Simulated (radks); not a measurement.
Values are calculated unless marked as measured or tabulated.
Spherical quantum dot in the effective-mass picture: electrons in a hard-walled sphere of radius 2.77, all in effective atomic units (hartree* = m*/eps^2 hartree, bohr* = eps/m* bohr), one dielectric constant everywhere. Level of theory: non-relativistic Kohn-Sham, r2SCAN, spin-polarised, spherical densities, generalised Kohn-Sham scheme (a radial shooting solver with Libxc functionals). Levels are named by radial order and angular momentum (1s, 1p, 1d, 2s, ...), and open shells are averaged over m.

N = 12, configuration 1s2 1p6 1d(up 4, down 0). This is the lowest configuration that the search found. Occupied and some empty levels:

level,occupation,eigenvalue (hartree*),<r> (bohr*)
1s up,1,6.2448,1.695
1s down,1,6.3522,1.663
1p up,3,6.6918,1.818
1p down,3,6.8281,1.804
1d up,4,7.3987,1.909
1d down,0,7.5576,1.904
1f up,0,8.3266,1.981
2s up,0,8.4249,1.275
2s down,0,8.5009,1.306
1f down,0,8.5013,1.980
2p up,0,9.6602,1.463
2p down,0,9.7450,1.471

Energy (hartree*): total 48.9570, kinetic 19.174, external 0, Hartree 35.947, exchange-correlation -6.1641.
